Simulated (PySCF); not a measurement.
**Spin-rotation constants: SMILES CC(C)(CF)CF, C5H10F2**

Molfile (atoms numbered from 1):
```
C5H10F2
     RDKit          3D

 17 16  0  0  0  0  0  0  0  0999 V2000
   -0.7133    1.3305   -0.3527 C   0  0  0  0  0  0  0  0  0  0  0  0
   -0.0343    0.0034   -0.0104 C   0  0  0  0  0  0  0  0  0  0  0  0
   -1.0201   -1.1582   -0.1441 C   0  0  0  0  0  0  0  0  0  0  0  0
    1.1506   -0.2040   -0.9622 C   0  0  0  0  0  0  0  0  0  0  0  0
    1.7512   -1.4199   -0.7405 F   0  0  0  0  0  0  0  0  0  0  0  0
    0.4903    0.0428    1.4305 C   0  0  0  0  0  0  0  0  0  0  0  0
    1.3262    1.1172    1.6181 F   0  0  0  0  0  0  0  0  0  0  0  0
   -0.0177    2.1567   -0.2273 H   0  0  0  0  0  0  0  0  0  0  0  0
   -1.0665    1.3256   -1.3809 H   0  0  0  0  0  0  0  0  0  0  0  0
   -1.5642    1.4945    0.3040 H   0  0  0  0  0  0  0  0  0  0  0  0
   -0.5267   -2.1029    0.0711 H   0  0  0  0  0  0  0  0  0  0  0  0
   -1.4133   -1.1988   -1.1569 H   0  0  0  0  0  0  0  0  0  0  0  0
   -1.8517   -1.0349    0.5453 H   0  0  0  0  0  0  0  0  0  0  0  0
    1.9169    0.5614   -0.8058 H   0  0  0  0  0  0  0  0  0  0  0  0
    0.8233   -0.2021   -2.0063 H   0  0  0  0  0  0  0  0  0  0  0  0
   -0.3295    0.1553    2.1465 H   0  0  0  0  0  0  0  0  0  0  0  0
    1.0717   -0.8548    1.6616 H   0  0  0  0  0  0  0  0  0  0  0  0
  1  2  1  0
  2  3  1  0
  2  4  1  0
  4  5  1  0
  2  6  1  0
  6  7  1  0
  1  8  1  0
  1  9  1  0
  1 10  1  0
  3 11  1  0
  3 12  1  0
  3 13  1  0
  4 14  1  0
  4 15  1  0
  6 16  1  0
  6 17  1  0
M  END
```

Method: GIAO PBE0/pcSseg-1 magnetisability, rotational g tensor and spin-rotation constants, non-relativistic, gas phase in PySCF. Geometry: GFN2-xTB.

(1) Give the nuclear spin-rotation constants along the inertial axes (H = +C I·J) beside the isotropic shieldings.

(2) How do the rotational constants and the g tensor change when H8, H9, H10, H11, H12, H13, H14, H15, H16, H17 are replaced by deuterium?

Results:

(1) Rotational constants 2.8389, 2.2567, 1.7569 GHz. A star marks the isotopologue with that one atom substituted, in its own axes.
| atom | isotope | Caa (kHz) | Cbb (kHz) | Ccc (kHz) | mean (kHz) | σ (ppm) |
| --- | --- | --- | --- | --- | --- | --- |
| F5 | 19F | 0.690 | 0.486 | 0.488 | 0.555 | 429.2 |
| F7 | 19F | 0.689 | 0.487 | 0.489 | 0.555 | 429.2 |
| H8 | 1H | -0.195 | -0.158 | -0.102 | -0.152 | 30.4 |
| H9 | 1H | -0.198 | -0.157 | -0.130 | -0.162 | 31.2 |
| H10 | 1H | -0.196 | -0.145 | -0.133 | -0.158 | 30.9 |
| H11 | 1H | -0.195 | -0.159 | -0.102 | -0.152 | 30.4 |
| H12 | 1H | -0.196 | -0.145 | -0.132 | -0.158 | 30.9 |
| H13 | 1H | -0.197 | -0.157 | -0.131 | -0.162 | 31.2 |
| H14 | 1H | -0.166 | -0.067 | -0.079 | -0.104 | 26.8 |
| H15 | 1H | -0.117 | -0.126 | -0.089 | -0.111 | 27.5 |
| H16 | 1H | -0.117 | -0.126 | -0.089 | -0.111 | 27.5 |
| H17 | 1H | -0.167 | -0.068 | -0.078 | -0.104 | 26.8 |
| C1 | 13C* | 0.399 | 0.343 | 0.251 | 0.331 | 166.2 |
| C2 | 13C* | 0.489 | 0.401 | 0.309 | 0.400 | 146.8 |
| C4 | 13C* | 0.720 | 0.556 | 0.426 | 0.567 | 98.2 |

For the geometry as given, no vibrational averaging.

(2) Constants 2.3284, 1.9680, 1.5706 GHz; g -0.0026, -0.0050, -0.0066, against -0.0029, -0.0057, -0.0071 before.
